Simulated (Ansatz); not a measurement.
Reaction: BP2H4 (SMILES P[B]P, doublet) → BP2H4 (SMILES [PH]BP, doublet)
Each species at its own B3LYP-D3(BJ)/def2-TZVP minimum (Ansatz, a first-principles code).

Property: isomerisation energy (electronic), in kcal/mol. Radicals and triplets start from unrestricted determinants; spin-orbit coupling is neglected. CBS(X,Y): correlation extrapolated as X^-3, Hartree-Fock from the larger set. A bracket is a step between two methods taken in the basis named. Functionals run without relativity, which enters their misses. '+ core + X2C': CCSD(T) terms for core correlation (cc-pwCVTZ, 1s frozen past Ne) and scalar relativity (cc-pVTZ-DK).

CCSD(T)/CBS(cc-pV(T+d)Z,cc-pV(Q+d)Z) + [CCSDT(Q) - CCSD(T)]/cc-pV(D+d)Z + core + X2C (Ansatz) gives -17.7 kcal/mol.

Question: What does PBE/def2-TZVPD (Ansatz) give here, and how do the other levels compare?

Answer: PBE gives -16.5 kcal/mol, 1.2 kcal/mol above it. Differences of the others: r2SCAN/def2-TZVPD (Ansatz) 2.3; PBE0/def2-TZVPD (Ansatz) 1.3; wB97M-V/def2-TZVPD (Ansatz) -0.6; CCSD(T)/CBS(cc-pV(T+d)Z,cc-pV(Q+d)Z) + core + X2C (Ansatz) 0.0 kcal/mol. Nearer than PBE: wB97M-V/def2-TZVPD, CCSD(T)/CBS(cc-pV(T+d)Z,cc-pV(Q+d)Z) + core + X2C.
